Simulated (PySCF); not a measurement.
Isomers of C6H14O2Si. The calculation used PBE0-D3(BJ)/def2-SVP geometry optimisation, gas phase in PySCF. Energies are electronic, without zero-point or thermal terms, for one conformer each. No frequencies were run at this level. Point groups hold within 0.08 Å.

Problem. Order them by energy at this level, lowest first, and give relative energies in kcal/mol.
A. `[CH3:1][C:2]([CH3:3])([CH3:4])[SiH:5]1[O:6][CH2:7][CH2:8][O:9]1` with C2–Si5–O6–C7 -131°, Si5–O6–C7–C8 27°, O6–C7–C8–O9 -34°, C7–C8–O9–Si5 25°
B. `[CH3:1][C:2]([CH3:3])([CH3:4])[CH2:5][C:6](=[O:7])[O:8][SiH3:9]` with C2–C5–C6–O7 78°, C5–C6–O8–Si9 176°

Solution. A (0.0), B (10.8).

As drawn, the lower has an Si–C bond, which the higher lacks; the higher has a C=O bond, a C(=O)–O unit and a quaternary carbon, which the lower lacks.

```csv
SMILES,E (Eh),E rel (kcal/mol),dipole (D),point group,"A, B, C (MHz)"
CC(C)(C)[SiH]1OCCO1,-676.15541,0.0,0.82,C1,"2471, 1008, 927.6"
CC(C)(C)CC(=O)O[SiH3],-676.13814,10.8,1.54,C1,"2840, 721.3, 682.8"
```

Problem. How do the relative energies change in single points at PBE0/pcSseg-1 (no added dispersion term) on the same geometries?

Solution. 
```
               SMILES  PBE0-D3(BJ)/def2-SVP (kcal/mol)  PBE0/pcSseg-1 (kcal/mol)  shift
  CC(C)(C)[SiH]1OCCO1                              0.0                       0.0    0.0
CC(C)(C)CC(=O)O[SiH3]                             10.8                      10.5   -0.3
```

Each column counts from its own lowest isomer. The order is unchanged; the largest shift is 0.3 kcal/mol.
